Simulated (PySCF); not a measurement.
# Correlation energy of As⁺ (arsenic, charge +1)

[Ar] 3d10 4s2 4p2, high-spin 3P determinant. Computed with PySCF 2.14 in def2-TZVP (6s5p4d1f, 48 functions), with the non-relativistic Hamiltonian (point nucleus). Frozen: [Ar] 3d10; 4 electrons correlated.

MP2 pair energies summed by pair of shells (mhartree):

```json
{"pair": "4s-4p", "energy": "-33.57", "share (%)": "61.9"}
{"pair": "4s-4s", "energy": "-15.40", "share (%)": "28.4"}
{"pair": "4p-4p", "energy": "-5.29", "share (%)": "9.7"}
```

Total MP2 correlation energy: -54.25 mhartree.

Same-spin part -8.94 and opposite-spin part -45.32 mhartree; SCS-MP2 scales them by 1/3 and 6/5 to -57.36 mhartree.

```csv
level,correlation energy (mhartree)
CCSD,-69.78
(T),-1.70
CCSD(T),-71.48
```

Diagnostics: T1 = 0.0076, D1 = 0.0203, largest double amplitude 0.096.

Cost of the coupled-cluster step: 0.56 s of wall time on 1 thread of Neoverse-V1 (shared host), for 4 correlated electrons.

Iterations:

```
CC2 = 0
CCSD nocc = (np.int64(3), np.int64(1)), nmo = (34, 34)
frozen orbitals [[0, 1, 2, 3, 4, 5, 6, 7, 8, 9, 10, 11, 12, 13], [0, 1, 2, 3, 4, 5, 6, 7, 8, 9, 10, 11, 12, 13]]
max_cycle = 100
direct = 0
conv_tol = 1e-08
conv_tol_normt = 1e-06
diis_space = 8
diis_start_cycle = 0
Init t2, MP2 energy = -0.0542536222172482
Init E_corr(UCCSD) = -0.0542536222276497
cycle = 1  E_corr(UCCSD) = -0.0652599390488149  dE = -0.0110063168  norm(t1,t2) = 0.0436775
cycle = 2  E_corr(UCCSD) = -0.0681423504028363  dE = -0.00288241135  norm(t1,t2) = 0.0161692
cycle = 3  E_corr(UCCSD) = -0.0697856370840122  dE = -0.00164328668  norm(t1,t2) = 0.00722242
cycle = 4  E_corr(UCCSD) = -0.0697702562870896  dE = 1.53807969e-05  norm(t1,t2) = 0.00120467
cycle = 5  E_corr(UCCSD) = -0.0697772794208274  dE = -7.02313374e-06  norm(t1,t2) = 0.000156621
cycle = 6  E_corr(UCCSD) = -0.069775523582866  dE = 1.75583796e-06  norm(t1,t2) = 3.15971e-05
cycle = 7  E_corr(UCCSD) = -0.069776367390013  dE = -8.43807147e-07  norm(t1,t2) = 4.21135e-06
cycle = 8  E_corr(UCCSD) = -0.0697761456539295  dE = 2.21736084e-07  norm(t1,t2) = 8.97831e-07
cycle = 9  E_corr(UCCSD) = -0.069776165262667  dE = -1.96087376e-08  norm(t1,t2) = 1.61547e-07
cycle = 10  E_corr(UCCSD) = -0.0697761684542134  dE = -3.19154644e-09  norm(t1,t2) = 3.56993e-08
UCCSD converged
E(UCCSD) = -2233.916677089623  E_corr = -0.06977616845421344
UCCSD(T) correction = -0.00169699825703606
```
